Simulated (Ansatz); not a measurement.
Cost and result up the ladder for B₁₃N₁₃H₃₀, a nanocrystal cut from zinc blende BN (hydrogen-capped) (56 atoms). The state is a singlet with charge 0. Geometry: PBE-D4/def2-SVP.

Cartesian coordinates in Å:
```
B -0.757 1.437 -1.155
B -1.395 -0.881 -2.190
B 0.537 0.471 -3.225
B 1.681 0.629 -0.867
B 1.028 -1.684 -1.903
B -2.738 0.101 -0.088
B -2.094 2.393 0.891
B 0.385 1.575 1.158
B -1.603 0.238 2.211
B -0.250 -0.696 0.165
B 2.213 -1.540 0.496
B 0.925 -0.600 2.510
B 2.858 0.751 1.476
N -0.866 0.542 -2.464
N -2.169 1.494 -0.427
N -2.793 -0.762 -1.430
N 0.259 0.720 -0.171
N -0.372 -1.539 -1.172
N 1.513 -0.247 -2.183
N 2.662 -0.108 0.144
N 2.028 -2.361 -0.860
N -1.671 -0.590 0.860
N -1.054 1.628 1.832
N 1.397 0.816 2.121
N -0.534 -0.489 3.147
N 0.774 -1.400 1.149
H -0.396 2.565 -1.451
H -1.545 -1.576 -3.190
H 0.941 1.604 -3.467
H 0.426 -0.224 -4.238
H 2.127 1.729 -1.153
H 0.944 -2.402 -2.896
H -3.854 0.111 0.423
H -1.667 3.510 0.614
H -3.201 2.425 1.435
H 0.786 2.708 0.944
H -2.688 0.252 2.786
H 2.982 -2.155 1.230
H 1.659 -1.189 3.299
H 3.243 1.882 1.194
H 3.624 0.161 2.242
H -1.476 1.026 -3.136
H -2.823 2.010 -1.030
H -3.478 -0.332 -2.069
H -3.195 -1.694 -1.252
H -0.711 -2.493 -0.983
H 2.415 -0.264 -2.677
H 3.603 -0.120 -0.271
H 2.950 -2.463 -1.309
H 1.754 -3.335 -0.667
H -2.041 -1.521 1.098
H -0.999 2.230 2.664
H 1.535 1.390 2.963
H -0.466 0.032 4.033
H -0.875 -1.414 3.446
H 0.463 -2.352 1.394
```

Ansatz on 2 threads of AMD EPYC 7R13 on a shared host and a share (18 GiB) of an NVIDIA H100 80GB HBM3. Times are rough, and most runs start from the orbitals of an earlier one. PBE0-D4/def2-TZVP serves as the yardstick here, not as an exact answer. Differences are given only for rows in sets of like size (and for xTB, whose basis is part of the method), since another set adds its own error. Binding counts from free atoms at the same level (B doublet, N quartet, H doublet; other spins of the atoms weren't run), without zero-point energy or a counterpoise term.

Single mean-field runs in def2-SVP, def2-TZVP are fitted with def2-universal-jkfit.

```tsv
level	functions	wall time	binding energy per atom (eV)	difference from PBE0-D4/def2-TZVP (eV)
PBE-D4/def2-SVP	514	4.1 s	4.51	–
PBE0-D4/def2-SVP	514	4.3 s	4.44	–
PBE0-D4/def2-TZVP	986	6.5 s	4.36	0.00
PBE-D4/def2-TZVP (with forces)	986	9 s	4.43	0.07
r2SCAN-D4/def2-TZVP (with forces)	986	12 s	4.32	-0.04
```
